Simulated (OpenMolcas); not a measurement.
## Dy4+: effect of the active space

```
Program             : OpenMolcas 26.06
Method              : CASSCF or its RAS form
Basis               : ANO-RCC-VTZP
Scalar Hamiltonian  : DKH2, point nucleus
Spin-orbit coupling : RASSI with atomic mean-field integrals over the reference wave functions, term energies averaged over their components
```

A. 8 electrons in 7 orbitals (4f); 2S+1 = 7 even, 7 roots; 2S+1 = 5 even, 140 roots (126 in the spin-orbit step); 2S+1 = 3 even, 588 roots (308 in the spin-orbit step); 2S+1 = 1 even, 490 roots (173 in the spin-orbit step); cost roughly 13 core-minutes
B. 8 electrons in 12 orbitals (RAS2 4f; RAS3 5d, at most 1 electron); 2S+1 = 7 even, 7 roots; 2S+1 = 5 even, 140 roots (105 in the spin-orbit step); 2S+1 = 3 even, 127 roots kept (CI in the orbitals of an earlier block); 2S+1 = 1 even, 121 roots kept (CI in the orbitals of an earlier block, 60 in the spin-orbit step); 2S+1 = 9 odd, 5 roots (0 in the spin-orbit step); 2S+1 = 7 odd, 110 roots kept (CI in the orbitals of an earlier block, 0 in the spin-orbit step); 2S+1 = 5 odd, 41 roots kept (CI in the orbitals of an earlier block, 0 in the spin-orbit step); 2S+1 = 3 odd, 7 roots kept (CI in the orbitals of an earlier block, 0 in the spin-orbit step); cost roughly 28 core-minutes

Energies in eV above 4f⁸ ⁷F₆.

| Level | A | B |
| --- | --- | --- |
| 4f⁸ ⁷F₆ | 0.0000 | 0.0000 |
| 4f⁸ ⁷F₅ | 0.3136 | 0.3144 |
| 4f⁸ ⁷F₄ | 0.5096 | 0.5108 |
| 4f⁸ ⁷F₃ | 0.6619 | 0.6631 |
| 4f⁸ ⁷F₂ | 0.7699 | 0.7717 |
| 4f⁸ ⁷F₁ | 0.8415 | 0.8423 |
| 4f⁸ ⁷F₀ | 0.8768 | 0.8765 |
| 4f⁸ ⁵D₄(1) | 3.1544 | 3.1698 |
| 4f⁸ ⁵D₃(1) | 4.0497 | 4.0675 |
| 4f⁸ ⁵L₁₀ | 4.0925 | 4.1104 |
| 4f⁸ ⁵G₆(1) [64 %] | 4.1759 | 4.2126 |
| 4f⁸ ⁵L₉ | 4.3101 | 4.3318 |
| 4f⁸ ⁵G₅(1) [71 %] | 4.3651 | 4.4116 |
| 4f⁸ ⁵D₂(1) | 4.3871 | 4.4420 |
| 4f⁸ ⁵L₈ | 4.4274 | 4.4485 |
| 4f⁸ ⁵G₄(1) [73 %] | 4.4381 | 4.5356 |
| 4f⁸ ⁵L₇ | 4.4735 | 4.4847 |
| 4f⁸ ⁵L₆ | 4.4911 | 4.4906 |
| 4f⁸ ⁵G₃(1) | 4.5377 | 4.6113 |
| 4f⁸ ⁵G₂(1) | 4.6273 | 4.6525 |
| 4f⁸ ⁵D₁(1) | 4.7577 | 4.7856 |
| 4f⁸ ⁵D₀(1) | 4.8631 | 4.8790 |
| 4f⁸ ⁵H₇(1) | 4.9376 | 4.9648 |
| 4f⁸ ⁵H₆(1) [64 %] | 5.1917 | 5.2732 |

The spin-orbit steps hold different terms of 4f⁸ (B lacks among others ¹D, ¹F, ¹G, ¹H, a ¹I), which shifts levels as well.

Between A and B the level of the table that moves most is 4f⁸ ⁵G₄(1) [73 %], by 790 cm-1 (lowest in A, highest in B).

High states are left out of the spin-orbit mixing, which shifts the levels that they would mix with. Without dynamic correlation excited terms often stand tens of per cent too high (terms of higher spin than the ground term too low), and those without a measured partner can miss by more than the paired ones. Only configurations of the active space appear. Levels that lie high or do not pair safely by name in every column are left out.

A share in square brackets marks a mixed level and gives the weight of the term that names it, the lowest over the columns. A number in round brackets counts repeated terms of one configuration in the order of the reference energies.
